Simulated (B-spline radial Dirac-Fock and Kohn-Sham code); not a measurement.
Eu²⁺: eigenvalues, ΔSCF and the reference

System: Eu²⁺ in the configuration [Xe] 4f6 6s1 (not the ground configuration).

The density-functional columns are spherical, spin-unpolarised Dirac-Kohn-Sham results without Breit or QED terms: −ε is minus the orbital energy of the initial state and ΔSCF the difference of two total energies. The reference in the last column comes from Dirac-Fock (average of configuration) total-energy differences with a finite nucleus, the Breit interaction including its frequency dependence, and self-energy and vacuum-polarisation corrections. All numbers are from a radial atomic solver, in eV; a selection of levels is shown. The Kohn-Sham columns are given as differences from the reference. For the 1s level of heavy atoms much of the gap between ΔSCF and the reference is the Breit and QED part, -204.8 eV here; for other levels the error of the functional can be larger.

| level | PBE −ε − DF | PBE ΔSCF − DF | Dirac-Fock |
| --- | --- | --- | --- |
| K | -210.5 | +239.6 | 48546.4 |
| L1 | -134.6 | -53.3 | 8087.7 |
| L2 | -100.8 | +2.4 | 7647.4 |
| L3 | -108.4 | -15.4 | 7007.1 |
| M1 | -68.2 | -43.2 | 1837.1 |
| M2 | -54.6 | -28.2 | 1647.9 |
| M3 | -54.0 | -29.2 | 1515.1 |
| M4 | -34.6 | -5.4 | 1191.6 |
| M5 | -35.2 | -6.7 | 1163.5 |
| N1 | -32.6 | -21.1 | 402.5 |
| N2 | -25.9 | -14.5 | 327.9 |
| N3 | -25.9 | -14.9 | 298.6 |
| N4 | -13.7 | -3.0 | 174.4 |
| N5 | -13.7 | -3.1 | 169.2 |
| N6,7 | -5.7 | +3.4 | 30.28 |
| O2 | -5.2 | +1.3 | 50.71 |
| O3 | -5.1 | +1.1 | 46.49 |
| P1 | -2.2 | +1.0 | 18.15 |

Values without a named source are computed, but for edge energies of neutral atoms, which are taken from tables.
